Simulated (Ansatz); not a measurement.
Molecule: dichloro(diethyl)germane, C4H10Cl2Ge, net charge 0, singlet state. 
Structure (B3LYP-D3(BJ)/def2-TZVP (Ansatz, a quantum-chemistry and plane-wave program) minimum search):
```
Ge
C 1 1.9575
H 2 1.0904 1 106.71
H 2 1.0920 3 107.22 1 -114.05
C 2 1.5286 3 111.61 4 -122.58
H 5 1.0909 2 111.31 3 -60.50
H 5 1.0917 6 107.72 2 -121.62
H 5 1.0921 6 107.75 7 -115.58
C 1 1.9575 2 117.64 3 -179.37
H 9 1.0904 1 106.71 2 -179.37
H 9 1.0920 10 107.22 1 -114.05
C 9 1.5286 10 111.61 11 -122.58
H 12 1.0909 9 111.31 10 -60.50
H 12 1.0917 13 107.72 9 -121.62
H 12 1.0921 13 107.75 14 -115.58
Cl 1 2.1809 2 107.92 3 -57.13
Cl 1 2.1809 2 107.87 3 58.36
```
Charge 0, spin multiplicity 1.

Computed values are from Ansatz. Cores are frozen in the correlated levels unless marked. Open shells are spin-unrestricted. No spin-orbit coupling. Frozen are the shells of the preceding noble gas and the d and f shells that filled before the atom's block. No relativistic terms. CBS(X,Y): correlation extrapolated as X^-3; Hartree-Fock from the larger set. The bracket is a focal-point correction in the basis named.

Task: What is the atomisation energy De at RI-MP2/CBS(def2-TZVPPD,def2-QZVPPD)+[CCSD(T)-MP2]/def2-TZVPPD?

Result: 6329.3 kJ/mol.

Task: What is the dipole moment at CCSD(T)/def2-SVPD?

Result: 3.39 D.

Task: What is the total energy at RI-MP2/CBS(def2-TZVPPD,def2-QZVPPD)+[CCSD(T)-MP2]/def2-TZVPPD?

Result: -3153.4277 Eh.

Task: What is the T1 diagnostic at CCSD/def2-TZVPPD?

Result: 0.009.
